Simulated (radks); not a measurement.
The numbers below are computed, except where a source is named.
Question: These are the eigenvalues of the occupied orbitals of an atom or ion with whole-number occupations (eV). Level of theory: Dirac Kohn-Sham, PBE, spin-unpolarised, spherical densities, finite nucleus; Fermi nuclear charge, rms radius of each element as measured or else 0.836 A^(1/3) + 0.57 fm (a radial shooting solver on a logarithmic mesh with Libxc functionals).

| orbital | eigenvalue |
|---|---|
| 1s1/2 | -13360.56 |
| 2s1/2 | -1780.816 |
| 2p1/2 | -1608.394 |
| 2p3/2 | -1560.902 |
| 3s1/2 | -282.0594 |
| 3p1/2 | -222.0169 |
| 3p3/2 | -215.0038 |
| 3d3/2 | -110.9986 |
| 3d5/2 | -109.8508 |
| 4s1/2 | -49.8334 |
| 4p1/2 | -35.4375 |
| 4p3/2 | -34.6397 |
| 5s1/2 | -14.5277 |

Which element is it, and in what charge state? The configuration may be excited. Open shells, if any, fill j = l - 1/2 first.

Answer: Z = 35, bromine, charge +2: Br2+ in [Ar] 3d9 4s2 4p3 5s1. The list shows which subshells hold electrons but not how many an open one holds; the 1s level, -490.99 hartree, gives Z - s = 31.3 by -(Z - s)^2/2, which with screening and relativity narrows Z to a few neighbours, and the depths of the outer levels then fix element, charge and occupations together.
